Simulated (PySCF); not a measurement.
# Spinor energies of In (indium, neutral)

Start: [Kr] 4d10 5s1 5p1 6s1; 5s1/2 filled at m_j = +1/2; 5p3/2 filled at m_j = +3/2; 6s1/2 filled at m_j = +1/2. Calculated with PySCF 2.14 in x2c-SVPall-2c with one added diffuse shell each of s, p type (7s9p4d, 54 functions): generalised Hartree-Fock with the X2C-1e Hamiltonian and a Gaussian nucleus; one run each with spin-orbit coupling (SO) switched off, then screened by Boettger's factors. This is a chosen level, not necessarily the ground level.

```tsv
spinor shell	electrons	ε, spin-free (eV)	ε, screened SO (eV)	weight of nominal j (screened SO)	rms radius, screened SO (bohr)
1s1/2	2	-28082.7	-28080.5	1.000	0.0341
2s1/2	2	-4299.2	-4298.6	1.000	0.139
2p1/2	2	-3853.4	-3999.8	1.000	0.120
2p3/2	4	-3853.4	-3786.4	1.000	0.125
3s1/2	2	-859.09	-858.99	1.000	0.371
3p1/2	2	-709.24	-736.57	1.000	0.365
3p3/2	4	-709.24	-696.75	1.000	0.376
3d3/2	4	-477.00	-481.72	1.000	0.351
3d5/2	6	-477.00	-473.83	1.000	0.353
4s1/2	2	-149.54	-149.60	1.000	0.908
4p1/2	2	-102.57	-107.35	1.000	0.972
4p3/2	4	-102.57	-100.49	1.000	0.998
4d3/2	4	-32.561	-33.183	0.948	1.27
4d5/2	6	-32.561	-32.269	0.965	1.28
5s1/2	1	-16.272	-16.298	0.999	2.70
5p3/2	1	-8.975	-8.833	1.000	3.59
6s1/2	1	-2.704	-2.716	1.000	7.53
```

| quantity | spin-free | screened SO |
| --- | --- | --- |
| E (hartree) | -5876.77605 | -5878.02240 |
| M_J | 5/2 | 5/2 |
| ⟨J²⟩ | 8.757 | 8.757 |
| ⟨L²⟩ | 2.005 | 2.019 |
| ⟨S²⟩ | 3.752 | 3.766 |

Each row is a mean over spinors that exchange with the open shell spreads, by up to 0.523 eV (4s1/2).

Breit and QED terms are absent; they matter most for the inner s and p1/2 levels.

Densities and radii are taken from the X2C orbitals without a picture-change correction, which distorts them close to the nucleus.

Without spin-orbit coupling the j labels of p, d and f shells carry no meaning; the spin-free column gives the mean over the occupied spinors of each nl shell.
